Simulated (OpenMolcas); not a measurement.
# Cr4+, Mo4+, W4+: d² down the group

```
Program             : OpenMolcas 26.06
Method              : CASSCF
Basis               : ANO-RCC-VTZP
Scalar Hamiltonian  : DKH2, point nucleus
Spin-orbit coupling : RASSI with atomic mean-field integrals over the reference wave functions, term energies averaged over their components
```

Active space for each ion: 2 electrons in 5 orbitals (d).

Computed levels in cm-1 above ³F₂:

| Level | Cr4+ | Mo4+ | W4+ |
| --- | --- | --- | --- |
| ³F₃ | 505 | 1488 | 6174 |
| ³F₄ | 1153 | 3228 | 11718 |
| ¹D₂ | 16467 | 12756 | 16072 |
| ³P₀ | 19268 | 13829 | 14841 |
| ³P₁ | 19446 | 14428 | 18236 |
| ³P₂ | 19840 | 15972 | 25141 |
| ¹G₄ | 25363 | 19348 | 24847 |
| ¹S₀ | 61845 | 45602 | 50386 |
| weight of ³F in the lowest level (%) | 100 | 99 | 92 |

Mixed levels, with the weight of the term that names them: W4+ ¹D₂ (54 %), W4+ ³P₂ (60 %).

Measured, with the error of the calculation in %. Measured levels: Cr4+ from Sugar and Corliss, J. Phys. Chem. Ref. Data 6, 317 (1977); Mo4+ from Sugar and Musgrove, J. Phys. Chem. Ref. Data 17, 155 (1988); W4+ from the list in J. Phys. B 45, 065001 (2012).

| Level | Cr4+ | Mo4+ | W4+ |
| --- | --- | --- | --- |
| ³F₃ | 508 (-0.6) | 1578 (-5.7) |  |
| ³F₄ | 1142 (+1.0) | 3357 (-3.9) | 11519 (+1.7) |
| ¹D₂ | 13188 (+24.9) | 10190 (+25.2) |  |
| ³P₀ | 15492 (+24.4) | 11161 (+23.9) | 12839 (+15.6) |
| ³P₁ | 15677 (+24.0) | 11807 (+22.2) | 16331 (+11.7) |
| ³P₂ | 16041 (+23.7) | 13408 (+19.1) | 22615 (+11.2) |
| ¹G₄ | 22019 (+15.2) | 16354 (+18.3) | 22346 (+11.2) |
| ¹S₀ | 51146 (+20.9) | 37738 (+20.8) | 43110 (+16.9) |

The fine-structure level ³F₄ changes by a factor of 10.2 from Cr4+ to W4+.

Without spin-orbit coupling ¹D lies 15851, 11324, 10628 cm-1 above ³F in that order; the difference to the level ¹D₂, of either sign, comes from spin-orbit coupling, which also lowers the zero.

Without dynamic correlation excited terms often stand tens of per cent too high (terms of higher spin than the ground term too low), and those without a measured partner can miss by more than the paired ones. Terms from blocks run as CI alone lack orbitals of their own. Measured partners are found by configuration, term and J. A level has none where our copy of the source lacks it or the pairing is in doubt (some pairs that miss far off the trend of their configuration count as doubtful), and it then counts in no deviation. Levels of configurations outside the active space are missing.
